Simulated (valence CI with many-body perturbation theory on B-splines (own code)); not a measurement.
Results of a calculation; reference values are marked as such.
# Level structure of K¹⁴⁺

Level of theory: configuration interaction combined with many-body perturbation theory (CI+MBPT): three valence electrons over a frozen Dirac-Fock core [He], radial functions for each j: 11 s, 11 p, 10 d, 8 f, 5 g, 2 h, with the one-electron correlation potential Σ1, the two-electron term Σ2, the three-electron term Σ3, Breit, model QED; selected CI, second order for the rest, scaled by the run's own slope (own B-spline code, finite nucleus).

No measured spectrum was set against this ion. As an estimate, levels of excited configurations hold to 0.05 to 0.15 % of their energy, terms of the ground configuration to about 0.5 %.

Levels 136 to 180 of 192, with energies above the lowest level, 2s²2p ²P°_1/2. "Leading %" is the weight of the configuration and term that name the level; weights of strongly mixed levels are sums over their largest components and can fall short. In the jj column 3d3/2^4 stands for four electrons in 3d with j = 3/2.

| No. | Configuration | Term | J | E (eV) | Leading % | Second component | Leading jj |
| --- | --- | --- | --- | --- | --- | --- | --- |
| 136 | 2s2p4s | ⁴P° | 5/2 | 688.57 | 99 |  | 2s 2p3/2 4s (99 %) |
| 137 | 2s2p4s | ²P° | 3/2 | 690.54 | 93 | 6 % 2s2p4s ⁴P° | 2s 2p3/2 4s (96 %) |
| 138 | 2s2p4p | ⁴D | 1/2 | 690.62 | 80 | 18 % 2s2p4p ²P | 2s 2p1/2 4p1/2 (96 %) |
| 139 | 2s2p4p | ⁴D | 3/2 | 691.37 | 89 | 7 % 2s2p4p ⁴P | 2s 2p1/2 4p3/2 (45 %) |
| 140 | 2s2p4p | ²P | 3/2 | 692.14 | 39 | 29 % 2s2p4p ⁴S | 2s 2p1/2 4p3/2 (55 %) |
| 141 | 2s2p4p | ⁴D | 5/2 | 692.43 | 85 | 11 % 2s2p4p ⁴P | 2s 2p1/2 4p3/2 (65 %) |
| 142 | 2s2p4p | ²P | 1/2 | 692.53 | 72 | 15 % 2s2p4p ⁴D | 2s 2p1/2 4p3/2 (64 %) |
| 143 | 2s2p4p | ⁴P | 1/2 | 693.23 | 85 | 7 % 2s2p4p ²S | 2s 2p1/2 4p1/2 (66 %) |
| 144 | 2s2p4p | ²D | 3/2 | 693.68 | 39 | 23 % 2s2p4p ⁴S | 2s 2p1/2 4p3/2 (60 %) |
| 145 | 2s2p4p | ⁴D | 7/2 | 694.61 | 100 |  | 2s 2p3/2 4p3/2 (100 %) |
| 146 | 2s2p4p | ⁴P | 3/2 | 695.24 | 35 | 27 % 2s2p4p ²D | 2s 2p3/2 4p1/2 (81 %) |
| 147 | 2s2p4p | ⁴P | 5/2 | 695.47 | 77 | 14 % 2s2p4p ⁴D | 2s 2p3/2 4p1/2 (62 %) |
| 148 | 2s2p4p | ⁴S | 3/2 | 695.55 | 38 | 23 % 2s2p4p ²D | 2s 2p3/2 4p3/2 (79 %) |
| 149 | 2s2p4d | ⁴F° | 3/2 | 695.68 | 88 | 6 % 2s2p4d ⁴D° | 2s 2p1/2 4d3/2 (91 %) |
| 150 | 2s2p4d | ⁴F° | 5/2 | 696.20 | 79 | 16 % 2s2p4d ⁴D° | 2s 2p1/2 4d5/2 (54 %) |
| 151 | 2s2p4p | ²D | 5/2 | 696.83 | 88 | 11 % 2s2p4p ⁴P | 2s 2p3/2 4p3/2 (70 %) |
| 152 | 2s2p4d | ⁴F° | 7/2 | 697.10 | 77 | 20 % 2s2p4d ⁴D° | 2s 2p1/2 4d5/2 (64 %) |
| 153 | 2s2p4d | ⁴P° | 5/2 | 697.41 | 45 | 22 % 2s2p4d ²D° | 2s 2p1/2 4d5/2 (59 %) |
| 154 | 2s2p4d | ⁴D° | 3/2 | 697.73 | 60 | 25 % 2s2p4d ⁴P° | 2s 2p1/2 4d5/2 (38 %) |
| 155 | 2s2p4d | ⁴D° | 1/2 | 697.88 | 89 | 7 % 2s2p4d ⁴P° | 2s 2p1/2 4d3/2 (68 %) |
| 156 | 2s2p4p | ²S | 1/2 | 697.98 | 88 | 6 % 2s2p4p ²P | 2s 2p3/2 4p3/2 (84 %) |
| 157 | 2s2p4d | ²D° | 3/2 | 698.55 | 70 | 16 % 2s2p4d ²P° | 2s 2p1/2 4d3/2 (34 %) |
| 158 | 2s2p4d | ²D° | 5/2 | 699.13 | 46 | 31 % 2s2p4d ²F° | 2s 2p1/2 4d5/2 (40 %) |
| 159 | 2s2p4d | ⁴F° | 9/2 | 699.14 | 100 |  | 2s 2p3/2 4d5/2 (100 %) |
| 160 | 2s2p4f | ⁴G | 5/2 | 699.34 | 50 | 26 % 2s2p4f ⁴F | 2s 2p1/2 4f5/2 (97 %) |
| 161 | 2s2p4f | ⁴F | 7/2 | 699.42 | 37 | 23 % 2s2p4f ⁴G | 2s 2p1/2 4f7/2 (96 %) |
| 162 | 2s2p4d | ⁴D° | 7/2 | 699.95 | 78 | 21 % 2s2p4d ⁴F° | 2s 2p3/2 4d5/2 (62 %) |
| 163 | 2s2p4f | ⁴F | 3/2 | 700.27 | 82 | 10 % 2s2p4f ⁴D | 2s 2p1/2 4f5/2 (70 %) |
| 164 | 2s2p4d | ⁴D° | 5/2 | 700.32 | 53 | 37 % 2s2p4d ⁴P° | 2s 2p3/2 4d3/2 (65 %) |
| 165 | 2s2p4f | ⁴F | 9/2 | 700.35 | 49 | 40 % 2s2p4f ⁴G | 2s 2p1/2 4f7/2 (71 %) |
| 166 | 2s2p4f | ⁴F | 5/2 | 700.38 | 37 | 37 % 2s2p4f ²F | 2s 2p1/2 4f7/2 (55 %) |
| 167 | 2s2p4f | ²F | 7/2 | 700.43 | 41 | 36 % 2s2p4f ⁴G | 2s 2p1/2 4f5/2 (70 %) |
| 168 | 2s2p4d | ⁴P° | 3/2 | 700.54 | 70 | 29 % 2s2p4d ⁴D° | 2s 2p3/2 4d3/2 (84 %) |
| 169 | 2s2p4d | ⁴P° | 1/2 | 700.65 | 92 | 7 % 2s2p4d ⁴D° | 2s 2p3/2 4d3/2 (96 %) |
| 170 | 2s2p4f | ⁴G | 5/2 | 700.87 | 39 | 34 % 2s2p4f ²D | 2s 2p1/2 4f5/2 (56 %) |
| 171 | 2s2p4f | ²G | 7/2 | 700.88 | 42 | 34 % 2s2p4f ⁴D | 2s 2p1/2 4f7/2 (71 %) |
| 172 | 2s2p4d | ²F° | 5/2 | 701.39 | 62 | 30 % 2s2p4d ²D° | 2s 2p3/2 4d5/2 (64 %) |
| 173 | 2s2p4d | ²P° | 3/2 | 702.38 | 81 | 13 % 2s2p4d ²D° | 2s 2p3/2 4d5/2 (73 %) |
| 174 | 2s2p4d | ²F° | 7/2 | 702.77 | 96 |  | 2s 2p3/2 4d3/2 (55 %) |
| 175 | 2s2p4f | ⁴G | 9/2 | 702.91 | 50 | 48 % 2s2p4f ⁴F | 2s 2p3/2 4f7/2 (76 %) |
| 176 | 2s2p4f | ⁴F | 7/2 | 702.97 | 39 | 27 % 2s2p4f ⁴G | 2s 2p3/2 4f5/2 (93 %) |
| 177 | 2s2p4f | ⁴G | 11/2 | 703.19 | 100 |  | 2s 2p3/2 4f7/2 (100 %) |
| 178 | 2s2p4f | ⁴D | 5/2 | 703.20 | 38 | 33 % 2s2p4f ⁴F | 2s 2p3/2 4f5/2 (97 %) |
| 179 | 2s2p4f | ²F | 7/2 | 703.23 | 40 | 28 % 2s2p4f ⁴D | 2s 2p3/2 4f7/2 (93 %) |
| 180 | 2s2p4d | ²P° | 1/2 | 703.25 | 96 |  | 2s 2p3/2 4d5/2 (91 %) |

Names give the largest LS component (configuration and term), which can be under half, so a name can repeat, a term be missing and a line seem to break the LS rules; names also repeat where a configuration has a term twice.

Where two levels of one J and parity lie close, their mixing, g and order are uncertain.
